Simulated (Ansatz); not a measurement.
```yaml
crystal:
  periodic: [false, false, false]
  atoms:
    - {symbol: C, position_ang: [-0.480019, 1.000492, -1.787477]}
    - {symbol: Al, position_ang: [0.342063, -0.092349, -0.362077]}
    - {symbol: C, position_ang: [1.923287, 0.632000, 0.574449]}
    - {symbol: C, position_ang: [0.124355, -2.053783, -0.446495]}
    - {symbol: P, position_ang: [-1.418453, 0.379304, 1.505150]}
    - {symbol: H, position_ang: [0.125778, 0.942210, -2.699663]}
    - {symbol: H, position_ang: [-0.547229, 2.061666, -1.526324]}
    - {symbol: H, position_ang: [-1.484783, 0.660899, -2.059368]}
    - {symbol: H, position_ang: [1.828710, 1.697178, 0.809557]}
    - {symbol: H, position_ang: [2.145387, 0.104168, 1.507656]}
    - {symbol: H, position_ang: [2.812286, 0.530943, -0.059532]}
    - {symbol: H, position_ang: [0.365812, -2.550756, 0.498768]}
    - {symbol: H, position_ang: [0.801386, -2.472991, -1.200393]}
    - {symbol: H, position_ang: [-0.887323, -2.358779, -0.733350]}
    - {symbol: H, position_ang: [-2.525008, 1.211196, 1.230221]}
    - {symbol: H, position_ang: [-2.131875, -0.692591, 2.083225]}
    - {symbol: H, position_ang: [-1.013475, 1.000895, 2.705853]}
basis:
  gaussian: {orbitals: def2-SVPD}
total_charge: -1
magnetization: {spin_polarized: true, initial_magnetization: 1}
hamiltonian: {xc: {name: wB97X-D}}
scf: {lower_state_search: light}
```

```sh
$ ansatz run in.yaml --threads 4 --pin off --events-out ev --progress --plain --max-ram 11315MiB
```

(1) How does Ansatz answer? (Estimate.)

Results:

(1) The calculation gave: The input was rejected before any iteration.
```
Error: YAML parse error: error: line 25 column 19: hamiltonian.xc: no functional is named "wB97X-D"; the names, which are not case-sensitive, are SVWN5, SPW92, PBE, PBE0, PBEsol, revPBE, revPBE0, RPBE, rPW86-PBE, HSE06, wPBEh, LC-wPBE, HISS, HF, BLYP, B3LYP, B3LYP5, BHLYP, CAM-B3LYP, r2SCAN, r2SCANh, r2SCAN0, r2SCAN50, m-r2SCAN, B97, wB97, wB97X, wB97X-V, B97M-V, wB97M-V, B2PLYP, B2GP-PLYP, PBE0-DH, PBE-QIDH
23 | total_charge: -1
24 | magnetization: {spin_polarized: true, initial_magnetization: 1}
25 | hamiltonian: {xc: {name: wB97X-D}}
26 | scf: {lower_state_search: light}
```

HSE06 is defined as in plane-wave codes.
